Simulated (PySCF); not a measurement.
Computed shifts of a molecule CH₆ClFOSi₂, PBE/pcSseg-1 in PySCF, GIAO, gas phase, atoms alike by connectivity averaged where their shifts nearly agree, in ppm (number of nuclei): ¹³C: -9.0 (1). ²⁹Si: -1.3 (1), -77.1 (1). ¹⁹F: -125.8 (1). ¹H: 4.19 (1), 4.09 (1), 3.06 (1), 0.65 (3). References: ¹³C against TMS (σ = 182.0 ppm); ²⁹Si against TMS (σ = 335.4 ppm); ¹⁷O against H2O (σ = 334.3 ppm); ¹⁹F against CFCl3 (σ = 133.6 ppm); ³⁵Cl against HCl (σ = 936.5 ppm); ¹H against TMS (σ = 31.49 ppm), references at their B3LYP-D3(BJ)/def2-TZVP geometries, non-relativistic (without spin–orbit terms, shifts of atoms bonded to Cl or Br come out too high). Geometry: B3LYP-D3(BJ)/def2-SVP. One conformer was computed; it need not be the lowest.

Q: Identify the compound among the candidates.
A) C[Si@H](Cl)[Si@H](O)F
B) FC[SiH2]O[SiH2]Cl
C) OC[SiH2][Si@@H](F)Cl
D) C[SiH2][Si@](O)(F)Cl

A: D, C[SiH2][Si@](O)(F)Cl
